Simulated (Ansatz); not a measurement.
Consider the substitution at a C–Si bond: `C[SiH2]C(F)(F)F` + `[OH][SnH]([F])[F]` → `[F][SnH]([F])[O]C(F)(F)F` + `C[SiH3]`.

Gas-phase electronic energies from Ansatz, PBE0-D4/def2-TZVP geometries. CCSD(T)/CBS adds triple-zeta CCSD(T) − MP2 to the extrapolated MP2 energy (def2 sets, frozen cores). This one scheme is used for every species. DFT in def2-TZVPP. B3LYP here is the variant with VWN-RPA as its local correlation; programs differ in this. Elements past krypton have def2 core potentials. For Sn outer-core shells are correlated without core-valence functions, which leaves a few kJ/mol of doubt a bond. Each species was taken in one conformer, which may not be the lowest.

`C[SiH2]C(F)(F)F`:

Cartesian coordinates in Å:
```
C 0.420 1.531 -0.203
Si -0.426 -0.056 -0.678
C -0.067 -1.368 0.696
F 1.255 -1.596 0.839
F -0.640 -2.558 0.443
F -0.519 -0.968 1.902
H 0.240 2.302 -0.955
H 1.498 1.381 -0.117
H 0.044 1.894 0.756
H -1.902 0.073 -0.743
H 0.097 -0.634 -1.940
```

`[OH][SnH]([F])[F]`:

Cartesian coordinates in Å:
```
O -0.045 1.253 -0.904
Sn -0.265 -0.367 0.121
F 0.040 0.065 1.949
F 1.209 -1.502 -0.282
H 0.804 1.684 -0.769
H -1.744 -1.132 -0.116
```

`[F][SnH]([F])[O]C(F)(F)F`:

Cartesian coordinates in Å:
```
F -1.135 -2.019 -0.775
Sn -0.768 -0.228 -1.253
F -2.235 0.776 -0.611
O 0.819 0.337 -0.247
C 0.920 0.298 1.079
F 1.142 1.512 1.581
F -0.204 -0.176 1.654
F 1.925 -0.486 1.463
H -0.465 -0.013 -2.891
```

`C[SiH3]`:

Cartesian coordinates in Å:
```
C -0.851 0.371 0.336
Si 0.762 -0.332 -0.300
H -1.552 0.536 -0.485
H -0.686 1.327 0.839
H -1.317 -0.312 1.049
H 0.534 -1.632 -0.987
H 1.715 -0.559 0.820
H 1.397 0.601 -1.270
```

| level | ΔE (kJ/mol) | difference from CCSD(T)/CBS |
| --- | --- | --- |
| PBE-D4 | 8.7 | 4.9 |
| r2SCAN-D4 | -2.8 | -6.6 |
| PBE0-D4 | -1.8 | -5.6 |
| B3LYP-D4 | 3.6 | -0.2 |
| ωB97X-V | -3.9 | -7.7 |
| ωB97M-V | -1.2 | -5.0 |
| B2PLYP | 2.6 | -1.2 |
| PBE | 9.5 | 5.7 |
| r2SCAN | -2.6 | -6.4 |
| PBE0 | -1.1 | -4.9 |
| B3LYP | 4.9 | 1.1 |
| HF/def2-TZVPP | -25.0 | -28.8 |
| MP2/def2-TZVPP | 0.2 | -3.6 |
| SCS-MP2/def2-TZVPP | -1.6 | -5.4 |
| CCSD/def2-TZVPP | -6.5 | -10.3 |
| CCSD(T)/def2-TZVPP | -4.7 | -8.5 |
| HF/def2-QZVPP | -25.6 | -29.4 |
| MP2/def2-QZVPP | 4.8 | 1.0 |
| SCS-MP2/def2-QZVPP | 2.9 | -0.9 |
| HF/CBS(def2) | -25.7 | -29.5 |
| MP2/CBS(def2) | 8.7 | 4.9 |
| CCSD/CBS(def2) | 2.1 | -1.7 |
| CCSD(T)/CBS | 3.8 | 0 |

Largest T1 diagnostic among the species: 0.015.

In def2-TZVPP, CCSD(T) changes the Hartree–Fock value by +20.3 kJ/mol (the triples alone add +1.7 kJ/mol) and MP2 by +25.2 kJ/mol. From PBE to PBE0 (25 % exact exchange), in def2-TZVPP and without D4, ΔE moves by −10.5 kJ/mol.
